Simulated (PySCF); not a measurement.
SiHBr3, SMILES Br[SiH](Br)Br. Atoms are numbered in the order given.

```xyz
5

Si     0.0000     0.0000    -0.6210
Br    -1.8196    -1.0505     0.1028
Br     0.0000     2.1011     0.1028
Br     1.8196    -1.0505     0.1028
H      0.0000     0.0000    -2.0975
```

Coordinates come from a B3LYP-D3(BJ)/def2-SVP optimisation.

Computed with TDA-PBE/def2-SVPD run with PySCF.

Vertical excitations; the highest root listed may be one member of a degenerate set. Isolated molecule, no solvent. State labels are in the subgroup Cs.

Computed lowest excited states:
```csv
state,symmetry,energy (eV),λ (nm),f,main pairs
S1,A",5.15,241,0.000,HOMO→LUMO 99 %
S2,A',5.57,223,0.022,HOMO−1→LUMO (degenerate set)
S3,A",5.57,223,0.022,HOMO−2→LUMO (degenerate set)
S4,A',5.59,222,0.010,HOMO−3→LUMO 98 %
S5,A",5.94,209,0.001,HOMO−4→LUMO (degenerate set)
S6,A',5.94,209,0.001,HOMO−5→LUMO (degenerate set)
S7,A',6.31,197,0.042,HOMO→LUMO+2 (degenerate set)
S8,A",6.31,197,0.042,HOMO→LUMO+1 (degenerate set)
S9,A",6.45,192,0.000,"HOMO−1→LUMO+2 50 %, HOMO−2→LUMO+1 50 %"
S10,A",6.50,191,0.010,"HOMO−2→LUMO+1 47 %, HOMO−1→LUMO+2 47 %"
T1,A",4.86,255,0,HOMO→LUMO 99 %
T2,A",5.15,241,0,HOMO−2→LUMO (degenerate set)
T3,A',5.16,241,0,HOMO−1→LUMO (degenerate set)
T4,A',5.24,237,0,HOMO−3→LUMO 99 %
```
Triplets are in the Tamm–Dancoff approximation.
